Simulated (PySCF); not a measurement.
A calculated (wB97X-V, PySCF 2.14, def2-TZVPPD, the non-relativistic Hamiltonian (point nucleus)) atom or ion has these occupied shells.

| shell | electrons | orbital energy (eV) | rms radius, mean of both spins (bohr) |
| --- | --- | --- | --- |
| 1s α | 1 | -2432.9 | 0.113 |
| 1s β | 1 | -2432.3 | 0.113 |
| 2s α | 1 | -233.29 | 0.523 |
| 2s β | 1 | -232.64 | 0.523 |
| 2p α | 3 | -177.68 | 0.494 |
| 2p β | 3 | -176.91 | 0.494 |
| 3s α | 1 | -34.875 | 1.75 |
| 3p α | 3 | -22.510 | 2.03 |
| 3p β | 1 | -19.142 | 2.03 |

Task: Name the element and its charge.

Result: S⁺ (sulfur, charge +1), in [Ne] 3s1 3p4, high-spin 4P determinant (an excited configuration).
